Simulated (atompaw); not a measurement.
# u(r) = r·R(r): atom against pseudo-atom (platinum)

Columns: radius, all-electron u(r) and pseudo u(r) of the 4f shell (level -78.27 eV) of platinum in the configuration [Xe] 4f14 5d9 6s0 6p0; PBE, scalar-relativistic, PAW (atompaw) scheme, atompaw 4.2.0.5.

| r (bohr) | all-electron | pseudo |
| --- | --- | --- |
| 0.115 | 0.3199 | 0.0145 |
| 0.231 | 1.0657 | 0.1827 |
| 0.346 | 1.4081 | 0.5985 |
| 0.462 | 1.3725 | 1.0225 |
| 0.577 | 1.1763 | 1.1249 |
| 0.692 | 0.9476 | 0.9482 |
| 0.808 | 0.7373 | 0.7373 |
| 0.923 | 0.5643 | 0.5643 |
| 1.038 | 0.4270 | 0.4270 |
| 1.154 | 0.3202 | 0.3202 |
| 1.269 | 0.2397 | 0.2397 |
| 1.385 | 0.1787 | 0.1787 |
| 1.500 | 0.1335 | 0.1335 |
| 1.615 | 0.0997 | 0.0997 |
| 1.731 | 0.0744 | 0.0744 |
| 1.846 | 0.0557 | 0.0557 |
| 1.962 | 0.0417 | 0.0417 |
| 2.077 | 0.0313 | 0.0313 |
| 2.192 | 0.0235 | 0.0235 |
| 2.308 | 0.0176 | 0.0176 |
| 2.423 | 0.0133 | 0.0133 |
| 2.538 | 0.0100 | 0.0100 |
| 2.654 | 0.0075 | 0.0075 |
| 2.769 | 0.0057 | 0.0057 |
| 2.885 | 0.0043 | 0.0043 |
| 3.000 | 0.0032 | 0.0032 |

(1) How many radial nodes do the two functions have?

(2) At about which radius was the pseudo-wave matched?

(3) Is the pseudo-wave norm-conserving?

## Answers

(1) The all-electron 4f function has n − l − 1 = 0; the pseudo-wave has 0.

(2) 0.75 bohr, where the columns begin to agree (steps of 0.12 bohr).

(3) No, it belongs to a PAW set: the norm inside the radius is not constrained, and the difference is carried by the augmentation charge.
